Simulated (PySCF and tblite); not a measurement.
The numbers below are computed, except where a source is named.
Stationary points of methyl diselenide at B3LYP-D3(BJ)/def2-SVP, in Å:

Structure A

```
 1 C     1.986    0.193   -0.288
 2 Se    0.989   -1.407    0.288
 3 Se   -0.718   -0.400    1.540
 4 C    -2.012   -0.006    0.107
 5 H     2.321    0.761    0.589
 6 H     1.362    0.820   -0.938
 7 H     2.858   -0.170   -0.853
 8 H    -2.897    0.427    0.598
 9 H    -1.592    0.720   -0.600
10 H    -2.289   -0.932   -0.411
```

Structure B

```
 1 C     2.376    0.145   -0.207
 2 Se    0.669   -0.658   -0.750
 3 Se   -0.669    0.658    0.749
 4 C    -2.376   -0.145    0.207
 5 H     2.568   -0.045    0.857
 6 H     2.375    1.224   -0.415
 7 H     3.149   -0.346   -0.814
 8 H    -3.149    0.347    0.813
 9 H    -2.568    0.043   -0.857
10 H    -2.376   -1.223    0.417
```

The path came from a restrained scan, a climbing-image band and a saddle search at GFN2-xTB; energies are BP86/pcSseg-1 + D3(BJ)//B3LYP-D3(BJ)/def2-SVP, thermal terms GFN2-xTB.

Task: Which structure is a saddle point, and along which motion?

Result: B: one imaginary mode (37i cm⁻¹ at GFN2-xTB, mostly on C4, C1), along the rotation about the Se2–Se3 bond (torsion C1–Se2–Se3–C4 from 86° to 274°, rising).

Task: Give their symmetry and energies above the lowest.

Result: A C2, 0.0 kcal/mol; B C2h, 6.2 kcal/mol.

Spin–orbit effects of heavy atoms on shieldings are missing.
